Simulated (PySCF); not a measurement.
## UHF on H (hydrogen, neutral)

Configuration: 1s1, 2S determinant. All numbers are calculated (PySCF 2.14, no relativity, point nucleus, in dyall-av3z (10s3p2d, 29 functions)).

```json
{
  "Total energy": "-0.499998 hartree",
  "One-electron energy": "-0.5000 hartree",
  "Hartree (Coulomb) energy": "0.3125 hartree",
  "Exchange energy": "-0.3125 hartree",
  "Kinetic energy": "0.49999 hartree",
  "⟨S²⟩": "0.7500",
  "⟨L²⟩": "0.000",
  "Sum of ⟨r⟩": "1.500 bohr",
  "Sum of ⟨r²⟩": "3.000 bohr²",
  "Density at the nucleus (Gaussians lack the cusp)": "0.312 bohr⁻³",
  "Spin density at the nucleus": "0.312 bohr⁻³",
  "Langevin diamagnetic susceptibility": "-2.38 ×10⁻⁶ cm³/mol"
}
```

```json
{"shell": "1s α", "electrons": "1", "mean orbital energy (eV)": "-13.606", "rms radius, mean of both spins (bohr)": "1.73"}
```
